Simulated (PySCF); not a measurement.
# How methods differ on the ionisation energy of Sc

Sc [Ar] 3d1 4s2 (2D) → Sc⁺ [Ar] 3d1 4s1 (3D), as a difference of total energies. Calculation: PySCF 2.14, in aug-cc-pV5Z; no relativity, point nucleus. The calculations carry no spin-orbit coupling.

| method | ionisation energy (eV) |
| --- | --- |
| UHF | 5.360 |
| MN15 | 6.712 |
| BHandHLYP | 6.330 |

These non-relativistic numbers lack the scalar-relativistic shift.

For comparison: 6.562 eV (measured; NIST levels, between the centres of gravity of the two terms).
